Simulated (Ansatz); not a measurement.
BiTe2 was relaxed with B3LYP-D4 (def2-SVP) in Ansatz in these states: charge +1 singlet, neutral doublet, neutral quartet. The geometries follow in no particular order.

In the def2 sets Bi, Te take a core potential; there is no spin–orbit coupling.

A:

```xyz
3

Bi   -1.600   -0.330   -0.320
Te    0.571   -0.059    1.539
Te    1.029    0.388   -1.219
```

B:

Cartesian coordinates in Å:
```
Bi 0.279 -1.554 0.022
Te -0.011 0.821 1.441
Te -0.268 0.733 -1.464
```

C:

```xyz
3

Bi   -0.077   -0.312   -1.517
Te    1.686   -0.087    0.724
Te   -1.609    0.399    0.793
```

**Question.** Judge from the bond lengths which geometry belongs to which state (an estimate).

**Answer.** A is the neutral doublet (Te2–Te3 2.831 Å, Bi1–Te3 2.871 Å, Bi1–Te2 2.871 Å); B is the charge +1 singlet (Te2–Te3 2.918 Å, Bi1–Te3 2.782 Å, Bi1–Te2 2.782 Å); C is the neutral quartet (Te2–Te3 3.331 Å, Bi1–Te3 2.860 Å, Bi1–Te2 2.860 Å).

A triplet lies near this restricted singlet, and broken spin symmetry wasn't tried. At PBE0-D4/def2-TZVP a doublet lies 0.97 eV below the neutral quartet. These are the stationary points nearest to one start from a short search; other shapes may lie lower in each state.
